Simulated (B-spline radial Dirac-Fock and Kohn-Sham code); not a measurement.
**Atomic SCF run for W**

ΔSCF core binding energies without Breit or QED terms, calculated with a radial finite-basis atomic code. Keys: rel is the Hamiltonian (dirac, or spin-free x2c and nr, where L3 and M5 stand for the whole 2p and 3d shells), method is hf or an exchange,correlation pair (spin-unpolarised, also for the hole states), nuc the nuclear model, radius_factor scales its radius, rmax is the box in bohr, h the logarithmic mesh step, order the B-spline order, points the quadrature points per cell, c_factor scales the speed of light, and damp, ndamp, maxit and tol steer the iteration. The run stops when the commutator error falls below 10·tol·max(1, Z/10), or the numerical noise floor, and the energy has settled to about 1e-8 Ha; the virial ratio is −V/T.

Input (task.json):

```json
{"items": [{"Z": 74, "q": 0, "cfg": [[1, 0, 2], [2, 0, 2], [2, 1, 6], [3, 0, 2], [3, 1, 6], [3, 2, 10], [4, 0, 2], [4, 1, 6], [4, 2, 10], [4, 3, 14], [5, 0, 2], [5, 1, 6], [5, 2, 4], [6, 0, 2]], "A": 184, "rrms": 5.3658, "do": "settings", "holes": ["K", "L3", "M5"],
  "settings": [{"rel": "dirac", "method": "hf", "nuc": "fermi", "radius_factor": 1.0, "rmax": 25.0, "h": 0.3, "order": 8, "points": 10, "c_factor": 1.0, "maxit": 60, "damp": 0.5, "ndamp": 3, "tol": 1e-08}]}]}
```

Command: `python xray2_run.py task.json out`

Ground-state iterations:

```
iter   energy (Ha)        error
   1   -16154.79165625  2.14e+00
   2   -16154.85588888  2.58e-01
   3   -16156.09869627  6.65e-02
   4   -16156.13461809  7.32e-03
   5   -16156.13487358  6.57e-03
   6   -16156.13540073  1.60e-03
   7   -16156.13543229  1.12e-04
   8   -16156.13543288  9.32e-05
   9   -16156.13543305  6.29e-06
  10   -16156.13543305  3.32e-06
  11   -16156.13543305  4.67e-07
```

The ground state converged in 11 iterations, with total energy -16156.13543 Ha, virial ratio 1.88821 and highest orbital energy -7.26 eV. ΔSCF binding energies: K (1s) 69877.6 eV, L3 (2p3/2) 10240.9 eV, M5 (3d5/2) 1818.7 eV.
